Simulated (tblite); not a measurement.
Species: C4H11BrGeO2.
Numbering: `[CH3:1][O:2][C@@H:3]([CH3:4])[O:5][CH2:6][GeH2:7][Br:8]` (hydrogens: H9, H10, H11 on C1; H12 on C3; H13, H14, H15 on C4; H16, H17 on C6; H18, H19 on Ge7)

Computed with GFN2-xTB (tblite), gas phase: L-BFGS steps from a force-field or distance-geometry start until the largest atomic force falls under 0.01 eV/Å.

Step 76: E = -771.6011 eV
```
atom  x, y, z in Å  |  force x, y, z in eV/Å
C1     -1.5450    1.8742    0.3965    0.008  -0.007  -0.003
O2     -1.5479    1.0322   -0.7404    0.014   0.006  -0.001
C3     -0.9881   -0.2194   -0.5401    0.015  -0.007   0.006
C4     -1.1271   -1.0080   -1.8374   -0.001  -0.004   0.019
O5      0.3833   -0.0840   -0.1918   -0.012  -0.004   0.003
C6      0.8584   -0.9260    0.8321    0.002  -0.001  -0.013
Ge7     2.7495   -0.3245    0.8853    0.020  -0.034  -0.008
Br8     2.7763    1.8060    1.6510   -0.010   0.005   0.010
H9     -0.5261    2.0873    0.7308   -0.002   0.020   0.010
H10    -2.0248    2.7980    0.0843    0.000   0.001   0.001
H11    -2.1119    1.4241    1.2211    0.000  -0.020  -0.017
H12    -1.4986   -0.7473    0.2950    0.003   0.037  -0.011
H13    -2.1757   -1.0785   -2.1079    0.008  -0.009   0.002
H14    -0.7100   -2.0033   -1.7090   -0.015  -0.014  -0.023
H15    -0.5878   -0.4864   -2.6234   -0.018   0.001   0.026
H16     0.7648   -1.9838    0.5622   -0.003  -0.005   0.006
H17     0.3168   -0.7696    1.7746    0.006   0.001  -0.008
H18     3.6663   -1.1010    1.8163   -0.019   0.015  -0.002
H19     3.3177   -0.2807   -0.5068    0.004   0.018   0.003
```

Step 77: E = -771.6014 eV
```
atom  x, y, z in Å  |  force x, y, z in eV/Å
C1     -1.5416    1.8749    0.3964    0.007  -0.015  -0.015
O2     -1.5480    1.0325   -0.7399    0.024  -0.007  -0.020
C3     -0.9883   -0.2192   -0.5405    0.015  -0.026   0.003
C4     -1.1300   -1.0100   -1.8365   -0.002   0.000   0.013
O5      0.3841   -0.0847   -0.1942   -0.028  -0.013   0.003
C6      0.8593   -0.9268    0.8299   -0.003   0.002  -0.016
Ge7     2.7490   -0.3216    0.8863    0.026  -0.038  -0.012
Br8     2.7702    1.8054    1.6622   -0.009   0.004   0.007
H9     -0.5219    2.0871    0.7281    0.004   0.022   0.015
H10    -2.0206    2.7982    0.0827   -0.007   0.013   0.010
H11    -2.1073    1.4247    1.2213   -0.004  -0.014  -0.006
H12    -1.4986   -0.7471    0.2946    0.009   0.041  -0.001
H13    -2.1787   -1.0780   -2.1076    0.005  -0.004   0.008
H14    -0.7169   -2.0073   -1.7078   -0.011   0.000  -0.017
H15    -0.5898   -0.4907   -2.6233   -0.012  -0.001   0.021
H16     0.7669   -1.9847    0.5602   -0.001  -0.001   0.002
H17     0.3160   -0.7711    1.7715    0.008   0.001  -0.004
H18     3.6669   -1.1001    1.8147   -0.020   0.016  -0.001
H19     3.3193   -0.2725   -0.5055   -0.001   0.021   0.010
```

Step 78: E = -771.6018 eV
```
atom  x, y, z in Å  |  force x, y, z in eV/Å
C1     -1.5364    1.8760    0.3956    0.006  -0.019  -0.026
O2     -1.5473    1.0325   -0.7396    0.035  -0.017  -0.040
C3     -0.9884   -0.2198   -0.5409    0.010  -0.038  -0.001
C4     -1.1340   -1.0126   -1.8353   -0.004   0.000   0.002
O5      0.3847   -0.0868   -0.1967   -0.031  -0.018   0.000
C6      0.8603   -0.9287    0.8273   -0.005   0.004  -0.013
Ge7     2.7485   -0.3185    0.8876    0.021  -0.027  -0.015
Br8     2.7604    1.8045    1.6774   -0.008  -0.005   0.001
H9     -0.5159    2.0880    0.7243    0.008   0.020   0.018
H10    -2.0146    2.7989    0.0800   -0.014   0.018   0.021
H11    -2.1004    1.4262    1.2217   -0.008  -0.005   0.002
H12    -1.4988   -0.7467    0.2941    0.010   0.037   0.018
H13    -2.1826   -1.0770   -2.1073   -0.002   0.003   0.014
H14    -0.7265   -2.0125   -1.7072   -0.004   0.012  -0.009
H15    -0.5924   -0.4961   -2.6227   -0.004  -0.001   0.011
H16     0.7692   -1.9869    0.5581    0.003   0.001  -0.004
H17     0.3152   -0.7739    1.7679    0.009   0.002   0.002
H18     3.6692   -1.0978    1.8118   -0.018   0.011   0.004
H19     3.3199   -0.2594   -0.5035   -0.004   0.023   0.014
```

**Question.** Estimate the geometry and energy of step 79. (The exact step hangs on the optimiser's Hessian estimate; all steps are aligned on step 78, rigid shifts and turns removed.)

**Answer.** E = -771.6021 eV, largest force 0.070 eV/Å
```
atom  x, y, z in Å  |  force x, y, z in eV/Å
C1     -1.5310    1.8770    0.3942    0.004  -0.015  -0.030
O2     -1.5453    1.0322   -0.7399    0.042  -0.020  -0.052
C3     -0.9881   -0.2211   -0.5414   -0.001  -0.034  -0.005
C4     -1.1385   -1.0152   -1.8342   -0.006  -0.003  -0.009
O5      0.3852   -0.0898   -0.1996   -0.019  -0.020  -0.006
C6      0.8614   -0.9312    0.8244   -0.004   0.002  -0.006
Ge7     2.7485   -0.3161    0.8893    0.005  -0.006  -0.015
Br8     2.7491    1.8027    1.6934   -0.007  -0.017  -0.004
H9     -0.5099    2.0901    0.7208    0.008   0.013   0.015
H10    -2.0089    2.7999    0.0770   -0.018   0.012   0.032
H11    -2.0931    1.4278    1.2218   -0.009   0.005   0.002
H12    -1.4987   -0.7458    0.2938    0.004   0.026   0.042
H13    -2.1871   -1.0757   -2.1064   -0.012   0.011   0.019
H14    -0.7373   -2.0176   -1.7070    0.007   0.016   0.001
H15    -0.5956   -0.5017   -2.6220    0.006   0.001  -0.002
H16     0.7716   -1.9897    0.5561    0.006   0.001  -0.010
H17     0.3148   -0.7770    1.7641    0.010   0.003   0.009
H18     3.6728   -1.0947    1.8087   -0.013   0.002   0.012
H19     3.3203   -0.2448   -0.5006   -0.004   0.023   0.008
```

The energy changes by -0.0004 eV. The first-order estimate −F·Δx gives -0.0005 eV and the mean of the old and new forces, exact on a quadratic surface, -0.0004 eV. The step makes an angle of 83° with the force vector and moves no atom by more than 0.020 Å.

The cost below is that of the whole relaxation. Hardware: one thread, Arm Neoverse V2 (aarch64), shared host. Cost: 1.2 s wall.
